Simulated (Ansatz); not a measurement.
Acid–base and redox partners of [SiH3]N[SiH3]. Isolated molecules, 0 K electronic values unless said otherwise. One relaxed conformer stands for each flexible species; it need not be the lowest. Strings in code marks are SMILES.

Quantity: vertical ionisation energy (energy after one electron is removed minus that of the parent at the parent's geometry), in eV.

Case: `[SiH3]N[SiH3]`. Geometry of `[SiH3]N[SiH3]` (neutral, multiplicity 1, Å):

```xyz
10

Si    -1.5514    -0.1734    -0.0077
N      0.1019    -0.4896    -0.3889
Si     1.5152     0.3494     0.1374
H     -1.6053     1.1454     0.6699
H     -2.1390    -1.2040     0.8937
H     -2.3832    -0.1431    -1.2418
H      0.2691    -1.3152    -0.9482
H      2.3998     0.6723    -1.0155
H      1.0677     1.6011     0.7963
H      2.3252    -0.4429     1.1049
```

**Question.** Give the vertical ionisation energy (energy after one electron is removed minus that of the parent at the parent's geometry) at the level frozen-core CCSD(T)/cc-pVTZ // PBE0-D4/def2-TZVP (Ansatz, an electronic-structure program).

**Answer.** 9.78 eV.
